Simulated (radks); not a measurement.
Task: Coherent X-ray form factor from a spherical all-electron density. Calculated with a radial shooting solver on a logarithmic mesh with Libxc functionals: scalar-relativistic Kohn-Sham, r2SCAN, spin-polarised, spherical densities, finite nucleus; meta-GGA in the generalised Kohn-Sham scheme; Fermi nuclear charge, rms radius of each element as measured or else 0.836 A^(1/3) + 0.57 fm.

| sin(theta)/lambda (1/angstrom) | f0 (electrons) |
|---|---|
| 0.05 | 48.408 |
| 0.1 | 46.769 |
| 0.15 | 44.412 |
| 0.2 | 41.708 |
| 0.25 | 38.940 |
| 0.3 | 36.269 |
| 0.4 | 31.457 |
| 0.5 | 27.436 |
| 0.6 | 24.209 |
| 0.8 | 19.784 |
| 1 | 16.983 |
| 1.25 | 14.222 |
| 1.5 | 11.718 |
| 2 | 7.912 |

The species is in the configuration that NIST lists as its ground one. Which atom or ion scatters so?

Result: The tellurium ion Te3+, [Kr] 4d10 5s2 5p1. Extrapolating in s^2 from the first two rows gives f0(0) = 49.0, near the electron count 49; among species with that count, the fall with angle is slower the higher Z, and the table is that of Z = 52; from so few rows the species is fixed only to a neighbour or two.
